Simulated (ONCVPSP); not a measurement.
# What the settings do to the ONCV potential of Lu

Base potential:

* Element: lutetium (Lu)
* Generator: ONCVPSP 4.0.1
* Type: optimised norm-conserving Vanderbilt (ONCV)
* Functional: LDA (Perdew-Wang 92)
* Relativity: fully relativistic
* Frozen core: [Kr] 4d10
* Valence charge: 25
* Reference configuration: 4f14 5s2 5p6 5d1 6s2
* Partial waves: 5s+6s: rc 2.10 bohr, ncon 4, nbas 7, qcut 4.6 1/bohr, 2 projectors; 5p: rc 2.30 bohr, ncon 3, nbas 8, qcut 5.9 1/bohr, 2 projectors, debl 3.9 Ha; 5d: rc 2.40 bohr, ncon 3, nbas 7, qcut 3.4 1/bohr, 1 projector; 4f: rc 1.10 bohr, ncon 5, nbas 10, qcut 17.1 1/bohr, 2 projectors, debl 2 Ha
* Local potential: polynomial inside 1.10 bohr (lpopt 4, dvloc0 3 Ha)
* Core correction: none

Open shells are filled in proportion to 2j + 1.

Cutoffs, loose and tight: the cutoffs (Ha) at which the residual kinetic energy of the hardest occupied pseudo-wave falls to 1 and 0.1 mHa per electron. They do not see the model core or the augmentation charge, which bear on the density cutoff. Test errors are all-electron minus pseudo excitation energies from the reference, over the configurations 4f14 5s2 5p6 5d1 6s1; 4f14 5s2 5p6 5d1 6s0; 4f14 5s2 5p6 5d0 6s0; 4f14 5s2 5p6 5d0 6s2. A dash means not determined; rows that change the core or the reference have their own tests. The largest error is taken over the tests solved by every variant that gives reliable tests at all: 4f14 5s2 5p6 5d0 6s2; 4f14 5s2 5p6 5d1 6s0; 4f14 5s2 5p6 5d1 6s1.

```csv
change,outcome,"cutoff, loose","cutoff, tight",bound ghosts,GHOST(+) flags above zero,largest test error (meV)
base,generated,124 Ha,135 Ha,none,"d5/2, d3/2",+10.0
s: qcut 3.7,generated,124 Ha,135 Ha,none,"s, d5/2, d3/2",+9.8
"f: rc 0.98; local potential polynomial inside 0.98 bohr (lpopt 4, dvloc0 3 Ha)",generated,137 Ha,230 Ha,none,"s, d5/2, d3/2",+10.0
"f: rc 1.04; local potential polynomial inside 1.04 bohr (lpopt 4, dvloc0 3 Ha)",generated,130 Ha,142 Ha,none,"s, d5/2, d3/2",+10.0
"local potential polynomial inside 1.05 bohr (lpopt 4, dvloc0 1 Ha)",generated,124 Ha,135 Ha,none,"s, d5/2, d3/2",+10
"reference 4f14 5s2 5p6 5d1 6s1 6p1; wave 5p: rc 2.30 bohr, ncon 3, nbas 8, qcut 5.9 1/bohr, 2 projectors, debl 3.9 Ha becomes 5p+6p: rc 2.30 bohr, ncon 3, nbas 8, qcut 5.9 1/bohr, 2 projectors",generated,124 Ha,135 Ha,none,"d5/2, d3/2",-0.8
"core correction Teter function, fcfact 4, rcfact 1.1",generated,124 Ha,135 Ha,none,"d5/2, d3/2",+9.9
"d: ncon 4, nbas 8",generated,124 Ha,135 Ha,none,"d5/2, d3/2",+6.7
```
